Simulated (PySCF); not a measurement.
# One molecule, several mistakes: BCGeH6Si cation

These are calculations, not measurements. They come from PySCF 2.14.0, an open-source quantum chemistry program, on an isolated molecule that a program drew, which may never have been made. The molecule is BCGeH6Si cation (charge +1, singlet), drawn as the SMILES string `B=[C]([SiH3])[GeH2+]`.

Each row is a Hartree-Fock (HF) and frozen-core CCSD(T) single point in the cc-pV(D+d)Z basis, meant for a local HF minimum. Run 1 is clean. Each other run has one planted mistake out of seven kinds, and not every kind appears here: one electron removed, one electron added, multiplicity raised by two, geometry at a saddle point, minimal basis STO-3G, one bond length entered in bohr, all coordinates scaled. The reference is restricted for singlets and unrestricted otherwise, and also for a bond in bohr. Adding or removing an electron swaps singlet and doublet. Electrons count all cores. HOMO and LUMO are orbital energies over both spins, the gradient is its largest component, and the lowest frequency (negative if imaginary) is given only where the gradient is small. Bond lengths are over the 9 bonds as drawn. T1 is the CCSD diagnostic: over 0.02 (restricted) or 0.045 (unrestricted) a single reference is doubtful. Germanium has the cc-pVDZ-PP basis, with a core potential (ECP10MDF) in place of its 10 inner electrons, and its 3s, 3p and 3d shells are frozen in CCSD(T).

Geometry of the clean run:
```xyz
10
BCGeH6Si cation, angstrom
B    -2.3592   -0.3362    0.6968
C    -1.2845   -0.7478   -0.1044
Si    0.4725   -0.9714    0.6558
Ge   -1.6751   -1.0409   -1.8637
H    -3.2576    0.0085    1.3682
H     0.8635   -2.3755    0.4521
H     1.3781   -0.0556   -0.0564
H     0.3586   -0.6332    2.0833
H    -0.5994   -1.4862   -2.8276
H    -3.0710   -0.8516   -2.4159
```

```
run  electrons  basis functions  <S^2>  HOMO (eV)  LUMO (eV)  gradient (hartree/bohr)  lowest frequency (cm^-1)  mean bond (Å)  longest bond (Å)      T1  HF (hartree)  CCSD(T) (hartree)                     mistake
  1         62              104  0.000     -15.06      -4.70                  2.2e-05                        51         1.5298             1.927  0.0151    -648.05864         -648.50828                    no fault
  2         62              104  0.000     -16.18      -4.66                  7.5e-02                         -         1.3860             1.746  0.0125    -647.95260         -648.39013      all coordinates scaled
  3         63              104  0.841      -6.26       1.89                  4.3e-02                         -         1.5298             1.927  0.0224    -648.25975         -648.72574          one electron added
  4         62              104  2.022     -11.84      -6.58                  9.4e-02                         -         1.5298             1.927  0.0203    -647.96445         -648.38522  multiplicity raised by two
  5         61              104  0.757     -21.89     -12.56                  7.6e-02                         -         1.5298             1.927  0.0328    -647.55703         -647.96160                           ?
```

**Which mistake was planted in run 5, and what did it cost?**

It counts 61 electrons, one fewer than the clean run, at the same geometry and basis. So the mistake is: one electron removed. Subtracting run 1 and multiplying by 627.51 kcal/mol a hartree, the energy moved by 314.8 kcal/mol in HF and 343.0 kcal/mol in CCSD(T).

